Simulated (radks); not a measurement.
All-electron atom: Ga II in [Ar] 3d10 4s2. Method: Dirac Kohn-Sham, BLYP, spin-unpolarised, spherical densities, finite nucleus; Fermi nuclear charge, rms radius 3.9973 fm; computed with a radial shooting solver on a logarithmic mesh with Libxc functionals.

Spin-orbit splittings of the eigenvalues, e(l+1/2) - e(l-1/2), with zeta = 2 splitting/(2l+1) and mean radii in bohr:

shell  occ.  splitting (eV)  zeta (eV)  <r> j=l-1/2  <r> j=l+1/2
2p        6               ?          ?       0.1883       0.1918
3p        6           3.636      2.424       0.6719       0.6828
3d       10          0.4631     0.1853       0.8047       0.8109

Estimate the 2p splitting.

Answer. 27.68 eV (zeta = 18.45 eV).
